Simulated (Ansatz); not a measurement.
One change: `[CH3][W](=[O])([F])=[S]` becomes `[CH3][W](=[O])(=[S])[Cl]`.

Ansatz, PBE0-D4/def2-TZVP geometries, multiplicity 1. 

Elements past krypton have def2 core potentials.

| property | `[CH3][W](=[O])([F])=[S]` |
| --- | --- |
| HOMO–LUMO gap (ωB97M-V/def2-TZVPP) / eV | 9.20 |
| HOMO–LUMO gap (PBE0/def2-TZVPP) / eV | 5.01 |
| size of the dipole moment (B3LYP/def2-TZVPP) / D | 2.62 |
| HOMO energy (ωB97M-V/def2-TZVPP) / eV | -10.02 |
| HOMO–LUMO gap (B3LYP/def2-TZVPP) / eV | 4.56 |
| LUMO energy (B3LYP/def2-TZVPP) / eV | -3.10 |

(1) Give the same properties after the change, and the shifts. (Best estimate.)

Answers

(1) The calculation gave: 
```
                                        property  `[CH3][W](=[O])(=[S])[Cl]`  shift
         HOMO–LUMO gap (ωB97M-V/def2-TZVPP) / eV                        8.88  -0.32
            HOMO–LUMO gap (PBE0/def2-TZVPP) / eV                        4.74  -0.27
size of the dipole moment (B3LYP/def2-TZVPP) / D                        2.55  -0.07
           HOMO energy (ωB97M-V/def2-TZVPP) / eV                      -10.00   0.02
           HOMO–LUMO gap (B3LYP/def2-TZVPP) / eV                        4.31  -0.25
             LUMO energy (B3LYP/def2-TZVPP) / eV                       -3.33  -0.23
```

Dipoles are sizes alone; their direction can turn.

B3LYP here is the variant with VWN-RPA as its local correlation; programs differ in this.
